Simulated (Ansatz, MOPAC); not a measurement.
Molecule: C₄H₁₁O, charge 1, multiplicity 1. SMILES: C[OH+]C(C)C

Atoms: C1, C2, C3, O4, C5, H6, H7, H8, H9, H10, H11, H12, H13, H14, H15, H16. Bonds: C1-C2, C1-H6, C1-H7, C1-H8, C2-C3, C2-O4, C2-H9, C3-H10, C3-H11, C3-H12, O4-C5, O4-H16, C5-H13, C5-H14, C5-H15.

Bond lengths (Å) and angles (degrees) optimised at AM1 with MOPAC; PM7 with MOPAC; MNDO with MOPAC; HF/STO-3G with Ansatz (an electronic-structure program); HF/6-31G* with Ansatz; B3LYP/6-31G* with Ansatz, each started from the B3LYP-D3(BJ)/def2-TZVP structure (Ansatz) of the last column. A row stands for all coordinates that are equal there; 11 of 35 kinds are shown. 6-31G* holds six Cartesian d functions. No wavenumbers were computed at MNDO, HF/STO-3G, so these may be saddle points.

```tsv
coordinate	AM1	PM7	MNDO	HF/STO-3G	HF/6-31G*	B3LYP/6-31G*	B3LYP-D3(BJ)/def2-TZVP
C1-C2	1.498 to 1.502	1.490 to 1.493	1.548	1.542	1.511	1.511	1.504
C1-H6	1.118	1.102 to 1.108	1.108	1.086	1.082	1.093	1.089
C1-H7	1.118 to 1.123	1.101 to 1.115	1.108	1.087	1.085	1.096	1.092
C2-O4	1.546	1.584	1.487	1.506	1.537	1.571	1.564
C2-H9	1.124	1.114	1.122	1.097	1.078	1.092	1.088
C3-H12	1.122	1.112	1.109	1.086	1.084	1.095	1.091
O4-C5	1.472	1.468	1.460	1.470	1.468	1.484	1.479
O4-H16	0.992	1.034	0.962	0.989	0.957	0.979	0.973
C1-C2-C3	114.8	116.6	115.3	114.7	115.9	116.4	116.2
C1-C2-O4	108.8	108.0	109.7	109.7	109.2	109.5	109.5
C3-C2-O4	103.1	99.2	108.0	106.0	105.2	104.6	104.7
```

A range marks coordinates that this level makes unequal.

Mean signed difference of all 15 bond lengths from B3LYP-D3(BJ)/def2-TZVP: AM1 0.020 Å, PM7 0.014 Å, MNDO 0.014 Å, HF/STO-3G 0.002 Å, HF/6-31G* -0.008 Å, B3LYP/6-31G* 0.005 Å.
